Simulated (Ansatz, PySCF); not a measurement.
C3H3N2 (SMILES C1=CN=C[N]1), doublet, at a GFN2-xTB geometry. Base run: CASSCF(3,3)/6-31G (PySCF).

The PySCF input:
```python
from pyscf import gto, scf, mcscf
import numpy

mol = gto.M(
    atom='''
C    -0.989764   -0.450102    0.347065
C    -0.784513    0.731364   -0.390290
N     0.533518    0.868646   -0.569892
C     1.108209   -0.175676    0.026998
N     0.211196   -0.986700    0.588034
H    -1.895148   -0.906868    0.692082
H    -1.486915    1.442999   -0.774475
H     2.165466   -0.343274    0.052754
''',
    basis='6-31g',
    charge=0,
    spin=1,
    verbose=4,
)

mf = scf.ROHF(mol)
mf.kernel()
mc = mcscf.CASSCF(mf, 3, 3)
mc.fix_spin_(ss=0.75)
mc.kernel()
occ = numpy.linalg.eigvalsh(mc.fcisolver.make_rdm1(mc.ci, mc.ncas, mc.nelecas))[::-1]
ss = mc.fcisolver.spin_square(mc.ci, mc.ncas, mc.nelecas)[0]
print('natural occupations', occ.round(4), ' <S^2>', round(ss, 4))
```

Programs used: Ansatz (an electronic-structure program), PySCF; a row that names a program was run with it.

The base run was repeated with changes; each row names its change, and settings that it needs were set with it.

```
change                                            ΔE vs base (kcal/mol)                           natural occupations  <S^2> of the state
------------------------------------------------  ---------------------  --------------------------------------------  ------------------
base                                                              0.000                                1.96 1.00 0.04                0.75
fix_spin_ = off                                                   0.000                                1.96 1.00 0.04                0.75
orbitals = fixed (CASCI)                                           2.33                                1.98 1.00 0.02                0.75
active space = 7 electrons, 9 orbitals                            -62.8  1.97 1.94 1.89 1.01 0.09 0.07 0.02 0.00 0.00                0.75
correction = SC-NEVPT2                                           -293.7                                1.96 1.00 0.04                0.75
orbitals = fixed (CASCI); correction = SC-NEVPT2                 -292.6                                1.98 1.00 0.02                0.75
code = ansatz                                                    -11.25                                             -                   -
active space = 9 electrons, 8 orbitals                           -58.46       2.00 1.98 1.94 1.89 1.01 0.09 0.07 0.02                0.75
active space = 7 electrons, 6 orbitals                           -36.90                 2.00 1.93 1.88 1.01 0.09 0.09                0.75
active space = 9 electrons, 7 orbitals                           -37.82            2.00 2.00 1.93 1.88 1.01 0.09 0.09                0.75
conv_tol = 1e-5                                                   0.000                                1.96 1.00 0.04                0.75
```

Active orbitals are taken around the Fermi level unless the row says otherwise; CASSCF can end in different local minima, and two programs can end on different orbitals. State-averaged rows give the lowest state.

Open shells are given as the SCF converged; they aren't shown to be the lowest states, and a large step between rows can be another state.
